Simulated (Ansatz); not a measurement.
`[OH][Sn][Cl]` + `CCC` → `C[CH](C)[Sn][OH]` + HCl  (formal exchange of groups at the Sn–Cl bond)

Isolated molecules relaxed with PBE0-D4/def2-TZVP in Ansatz; ΔE leaves out vibrations. CBS: MP2 limit from def2 TZ/QZ plus the TZ coupled-cluster correction, frozen cores. This one scheme is used for every species. Elements past krypton have def2 core potentials. For Sn outer-core shells are correlated without core-valence functions, which leaves a few kJ/mol of doubt a bond. Each species was taken in one conformer, which may not be the lowest.

`[OH][Sn][Cl]`:

```xyz
4

O    -0.123    0.546   -0.831
Sn    0.757   -0.147    0.795
Cl   -1.017   -1.602    1.352
H     0.383    1.203   -1.316
```

`CCC`:

```xyz
11

C     0.064    0.462   -1.198
C     0.594   -0.119    0.102
C    -0.503   -0.373    1.122
H    -0.443    1.415   -1.024
H    -0.660   -0.214   -1.663
H     0.866    0.637   -1.918
H     1.124   -1.055   -0.105
H     1.339    0.561    0.529
H    -0.104   -0.790    2.050
H    -1.246   -1.076    0.733
H    -1.029    0.553    1.372
```

`C[CH](C)[Sn][OH]`:

```xyz
13

C     0.759   -0.605   -1.004
C    -0.149   -0.710    0.213
C     0.315    0.197    1.343
Sn   -2.252   -0.259   -0.345
O    -1.902    1.614   -0.902
H     1.802   -0.835   -0.748
H     0.468   -1.291   -1.806
H     0.756    0.405   -1.428
H    -0.147   -1.748    0.568
H    -0.297    0.092    2.244
H     0.285    1.254    1.055
H     1.352   -0.019    1.632
H    -0.989    1.903   -0.820
```

HCl:

Cartesian coordinates in Å:
```
Cl -0.158 -0.225 -0.577
H 0.158 0.225 0.577
```

```
           species  CCSD(T)/CBS(def2) energy (Eh)
    `[OH][Sn][Cl]`                     -749.66523
             `CCC`                     -118.98051
`C[CH](C)[Sn][OH]`                     -408.19675
               HCl                     -460.38127
```

(1) Work out ΔE.

Largest T1 diagnostic among the species: 0.017.

Results:

(1) ΔE = (-408.19675) + (-460.38127) − (-749.66523) − (-118.98051) = 0.06772 Eh = +177.8 kJ/mol.

In def2-TZVPP, CCSD(T) changes the Hartree–Fock value by −41.9 kJ/mol (the triples alone add −4.5 kJ/mol) and MP2 by −40.1 kJ/mol. From BLYP to BHLYP (50 % exact exchange), in def2-TZVPP and without D4, ΔE moves by +3.4 kJ/mol. Leaving LDA and LC-ωPBE aside and taking each functional with its dispersion term where it has one, the values, not all of them listed here, spread over 19.7 kJ/mol, from revPBE-D4 to B97M-V. LDA lies −13.2 kJ/mol from PBE without D4.
